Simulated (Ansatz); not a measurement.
The cluster Cu₂F₂. Charge 0, multiplicity 3. Geometry PBE-D4/def2-SVP.

Cartesian coordinates in Å:
```
Cu 0.229 0.003 0.559
Cu -0.537 -0.129 -1.796
F 1.608 -0.592 1.463
F -1.300 0.718 -0.226
```

The 6-31G sets use Cartesian d functions. At HF/6-31G the charge 0 triplet is spin-contaminated (final ⟨S²⟩ up to 2.36, 2.00 for a pure state). At PBE0-D4/def2-TZVP a singlet of charge 0 lies 1.49 eV below the triplet, each at its own geometry. Another isomer (singlet) lies 0.08 eV lower at PBE0-D4/def2-TZVP.

(1) Estimate the α-spin orbital energies around the gap (eV) in Ansatz with HF/6-31G, r2SCANh-D4/def2-TZVP, PBE0-D4/def2-TZVP, CAM-B3LYP-D4/def2-TZVP, ωB97X-V/def2-TZVP.

Answers

(1) 
| orbital | HF/6-31G | r2SCANh-D4/def2-TZVP | PBE0-D4/def2-TZVP | CAM-B3LYP-D4/def2-TZVP | ωB97X-V/def2-TZVP |
| --- | --- | --- | --- | --- | --- |
| HOMO−13 | -21.16 | -11.49 | -12.63 | -14.27 | -15.26 |
| HOMO−12 | -20.88 | -11.09 | -12.20 | -13.86 | -14.91 |
| HOMO−11 | -20.76 | -10.56 | -11.71 | -13.41 | -14.55 |
| HOMO−10 | -20.05 | -10.32 | -11.67 | -13.39 | -14.51 |
| HOMO−9 | -20.05 | -10.16 | -11.64 | -13.33 | -14.36 |
| HOMO−8 | -19.87 | -9.99 | -11.03 | -12.55 | -13.38 |
| HOMO−7 | -19.78 | -9.61 | -10.66 | -12.16 | -12.88 |
| HOMO−6 | -17.47 | -9.49 | -10.55 | -12.05 | -12.85 |
| HOMO−5 | -17.11 | -9.31 | -10.33 | -11.88 | -12.79 |
| HOMO−4 | -17.07 | -9.29 | -10.29 | -11.82 | -12.57 |
| HOMO−3 | -14.75 | -9.19 | -10.24 | -11.75 | -12.50 |
| HOMO−2 | -14.51 | -8.74 | -9.74 | -11.40 | -12.37 |
| HOMO−1 | -14.47 | -8.63 | -9.65 | -11.30 | -12.32 |
| HOMO | -8.21 | -5.94 | -6.05 | -7.19 | -7.78 |
| LUMO | 0.84 | -2.00 | -1.66 | -0.78 | 0.25 |
| LUMO+1 | 1.02 | -0.16 | 0.12 | 1.01 | 2.07 |
| LUMO+2 | 1.65 | -0.09 | 0.44 | 1.51 | 2.69 |
| LUMO+3 | 2.88 | 1.60 | 1.79 | 2.76 | 3.83 |
| LUMO+4 | 2.92 | 1.76 | 1.88 | 2.79 | 3.91 |
| LUMO+5 | 4.28 | 2.89 | 2.29 | 3.10 | 4.05 |
| β HOMO | -8.52 | -7.90 | -8.36 | -9.81 | -10.65 |
| β LUMO | 0.35 | -6.15 | -5.59 | -4.72 | -3.60 |
